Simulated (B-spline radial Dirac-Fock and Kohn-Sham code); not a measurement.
Electron momentum distribution of S⁴⁺: Compton profiles

System: S⁴⁺ in the configuration [Ne] 3s1 3p1 (not the ground configuration).

Input of the calculation (task.json; shells as n, l, electrons):

```json
{"items": [{
  "Z": 16,
  "q": 4,
  "cfg": [[1, 0, 2], [2, 0, 2], [2, 1, 6], [3, 0, 1], [3, 1, 1]],
  "A": 32,
  "rrms": 3.2611,
  "do": ["scatter"],
  "s": [0.0, 0.04, 0.05, 0.06, 0.08, 0.1, 0.13, 0.16, 0.2, 0.26, 0.33, 0.41, 0.52, 0.66, 0.84, 1.06, 1.34, 1.7, 2.15, 2.71, 3.44, 4.35, 5.5],
  "pz": [0, 0.1, 0.2, 0.3, 0.4, 0.5, 0.6, 0.8, 1.0, 1.2, 1.4, 1.6, 1.8, 2.0, 2.5, 3.0, 4.0, 5.0, 7.0, 10.0, 15.0, 20.0, 30.0, 40.0, 60.0, 100.0],
  "hv_scatter": [1000, 5000, 10000, 17479.3, 20000, 30000, 50000, 200000]
}]}
```

Launch: `python xray_run.py task.json out`

The computed values come from a radial finite-basis atomic code: the impulse approximation on Dirac-Fock orbitals of the configuration average with a finite nucleus. pz is in atomic units of momentum; subshell profiles are per electron, for a selection of subshells; open shells are spread over both j values by their weights.

```
 pz    J total   J 2p1/2   J 2p3/2   J 3p1/2   J 3p3/2
  0      2.317     0.121     0.121     0.398     0.399
0.1      2.306     0.121     0.121     0.398     0.399
0.2      2.273     0.121     0.121     0.397     0.398
0.3      2.219     0.121     0.121     0.395     0.396
0.4      2.149     0.121     0.121     0.389     0.390
0.5      2.064     0.121     0.121     0.378     0.379
0.6      1.970     0.121     0.121     0.362     0.362
0.8      1.769     0.120     0.121     0.311     0.312
  1      1.576     0.120     0.120     0.246     0.245
1.2      1.411     0.118     0.119     0.178     0.177
1.4      1.277     0.116     0.117     0.119     0.118
1.6      1.171     0.114     0.114    0.0744    0.0739
1.8      1.083     0.110     0.111    0.0444    0.0440
  2      1.008     0.106     0.107    0.0261    0.0258
2.5     0.8418    0.0943    0.0944   0.00937   0.00936
  3     0.6913    0.0802    0.0802   0.00747   0.00754
  4     0.4490    0.0529    0.0527   0.00670   0.00674
  5     0.2921    0.0324    0.0321   0.00451   0.00451
  7     0.1391    0.0113    0.0111   0.00157   0.00155
 10    0.05959   0.00245   0.00240  0.000327  0.000322
 15    0.01916  0.000275  0.000266  3.51e-05  3.41e-05
 20   0.007006  4.58e-05  4.36e-05  5.70e-06  5.45e-06
 30   0.001242  2.91e-06  2.68e-06    < 1e-6    < 1e-6
 40  0.0003042    < 1e-6    < 1e-6    < 1e-6    < 1e-6
 60  3.587e-05    < 1e-6    < 1e-6    < 1e-6    < 1e-6
```

J(0) = 2.317. The 3s1/2 subshell gives the largest part, 27 %.

Mean momentum ⟨p⟩ by subshell (a.u.): 1s1/2 13.3, 2s1/2 3.97, 2p1/2 5.29, 2p3/2 5.27, 3s1/2 1.57, 3p1/2 1.81, 3p3/2 1.80.
